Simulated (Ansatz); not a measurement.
KCl2⁻. Total charge -1; singlet. Geometry PBE0-D4/def2-TZVPD, basis def2-TZVPD, Ansatz.

Cartesian coordinates in Å:
```
K -0.0015 -0.0009 0.0011
Cl 1.4177 0.5894 2.4253
Cl -1.4163 -0.5885 -2.4264
```

| run | HOMO (eV) | LUMO (eV) |
| --- | --- | --- |
| A | -3.17 | 2.78 |
| B | -1.95 | 2.58 |
| C | -1.69 | 2.08 |
| D | -2.97 | 2.49 |
| E | -6.10 | 3.31 |
| F | -1.85 | 2.08 |

The structure comes from a short search, and lower isomers may exist.

Problem. The runs used HF, LDA (SPW92), PBE, PBE0, r2SCAN, r2SCAN0. Estimate which is which.

Solution. A r2SCAN0 (25 % exact exchange); B r2SCAN (0 % exact exchange); C PBE (0 % exact exchange); D PBE0 (25 % exact exchange); E HF (100 % exact exchange); F LDA (SPW92) (0 % exact exchange). Exact exchange lowers occupied and raises empty levels; among semilocal functionals meta-GGAs tend to open the gap a little, and such runs are hard to tell apart. The gap grows from 3.77 eV (PBE) to 9.41 eV (HF).
